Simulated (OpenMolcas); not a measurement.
**Yb4+: CASPT2 settings compared**

```
Program             : OpenMolcas
Basis               : ANO-RCC-VTZP [8s7p5d3f2g1h]
Scalar Hamiltonian  : X2C, point nucleus
Active space        : 12 electrons in 7 orbitals (4f)
State averaging     : 2S+1 = 3 even, 21 roots; 2S+1 = 1 even, 28 roots (27 in the spin-orbit step)
Spin-orbit coupling : RASSI with atomic mean-field integrals over the reference wave functions, term energies averaged over their components
```

Methods on the same reference wave functions:
A. CASSCF
B. SS-CASPT2, IPEA 0.15 Eh, sigma1 regulariser 0.5 Eh (closed shells correlated: 5s 5p)
C. SS-CASPT2, IPEA 0.3 Eh, sigma1 regulariser 0.3 Eh (closed shells correlated: 5s 5p)
D. XMS-CASPT2, IPEA 0.3 Eh, real shift 0.1 Eh (closed shells correlated: 4d 5s 5p)

Energies in cm-1 above 4f12 3H6, the measured ground level; measured values from the list in Tchang-Brillet, Wyart, Meftah and Ait Mammar, Atoms 6, 52 (2018).

```json
{"Level": "4f12 3H6", "A": "0.0", "B": "0.0", "C": "0.0", "D": "0.0", "Measured": "0.0"}
{"Level": "4f12 3F4 [55 %]", "A": "7311", "B": "6410", "C": "6440", "D": "6320", "Measured": ""}
{"Level": "4f12 3H5", "A": "9629", "B": "9650", "C": "9650", "D": "9660", "Measured": "9580"}
{"Level": "4f12 3H4 [56 %]", "A": "15130", "B": "14670", "C": "14690", "D": "14640", "Measured": "14405"}
{"Level": "4f12 3F3", "A": "18239", "B": "16830", "C": "16900", "D": "16910", "Measured": "16372"}
{"Level": "4f12 3F2", "A": "19560", "B": "17800", "C": "17870", "D": "17650", "Measured": "16877"}
{"Level": "4f12 1G4 [54 %]", "A": "24934", "B": "24640", "C": "24620", "D": "24420", "Measured": ""}
{"Level": "4f12 1I6", "A": "45226", "B": "42510", "C": "42510", "D": "41600", "Measured": "39038"}
{"Level": "4f12 3P1", "A": "49811", "B": "45170", "C": "45300", "D": "43630", "Measured": ""}
{"Level": "4f12 3P2 [62 %]", "A": "50886", "B": "46760", "C": "46860", "D": "45460", "Measured": "43120"}
{"Level": "4f12 3P0", "A": "51363", "B": "46720", "C": "46850", "D": "45180", "Measured": ""}
```

Deviations, from unrounded energies. A percentage is the sum of absolute deviations over the sum of measured energies, with the sign that they share, or ± where signs differ.

| Against measurement | Levels | A | B | C | D |
| --- | --- | --- | --- | --- | --- |
| mean absolute deviation (cm-1) | 6 | 3200 | 1500 | 1500 | 1100 |
| fine structure of the ground term (%) | 2 | +3.2 | +1.4 | +1.5 | +1.3 |
| other terms of the ground configuration (%) | 4 | +16.0 | +7.4 | +7.6 | +5.4 |

D lies closest to measurement on these levels and A furthest from it. The largest miss of D in the table is 4f12 1I6, by +2600 cm-1. The ranking rests on the paired levels alone, and a cruder setting can come out closer through cancelling errors.

Among B to D the level of the table that moves most is 4f12 3P1, by 1700 cm-1 (lowest in D, highest in C). Moves below CASPT2's spread within the term are not significant.

The mean deviations of B to D differ by less than CASPT2's widest spread within a term (980 cm-1), so their order carries little weight.

From A to B the spin-free energies of the other terms of 4f12 shown, above 3H, scale by factors of 0.83 to 0.97.

The lowest spin-free term lies below A's lowest term by 0.835 hartree in B, 0.833 hartree in C, 1.235 hartree in D.

Term energies are means over components that CASPT2 splits; among the terms shown or strongly mixed into the levels shown the widest spread is 980 cm-1 (4f12 3H, D). Some high roots are left out of the spin-orbit mixing, which shifts the levels that they would mix with. Without dynamic correlation excited terms often stand tens of per cent too high (terms of higher spin than the ground term too low), and those without a measured partner can miss by more than the paired ones (holds for A). Measured partners are found by configuration, term and J. A level has none where our copy of the source lacks it or the pairing is in doubt (some pairs that miss far off the trend of their configuration count as doubtful), and it then counts in no deviation. Levels of configurations outside the active space are missing. Levels that lie high or do not pair safely by name in every column are left out.

A share in square brackets marks a mixed level and gives the weight of the term that names it, the lowest over the columns.
